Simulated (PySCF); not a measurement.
**How methods differ on the excitation energy of Ba**

Ba [Xe] 6s2 (1S) → Ba [Xe] 6s1 6p1 (3P), as a difference of total energies. All numbers are calculated (PySCF 2.14, the spin-free X2C one-electron Hamiltonian (Gaussian nucleus), in aug-cc-pwCVTZ-X2C (11s10p8d4f, 109 functions)). Correlated levels: valence: [Xe] frozen. The calculations carry no spin-orbit coupling.

| method | excitation energy (eV) |
| --- | --- |
| UHF | 0.785 |
| MP2 (valence) | 1.222 |
| SCS-MP2 (valence) | 1.344 |
| CCSD (valence) | 1.341 |

Q: How much does correlation contribute at MP2 (valence)?

A: 1.222 − (0.785) = 0.437 eV, measured against UHF.

Errors of the correlated levels include the incompleteness of this basis and the frozen core.

With two correlated electrons CCSD is exact in that space.

For comparison: 1.622 eV (measured; NIST levels, between the centres of gravity of the two terms).
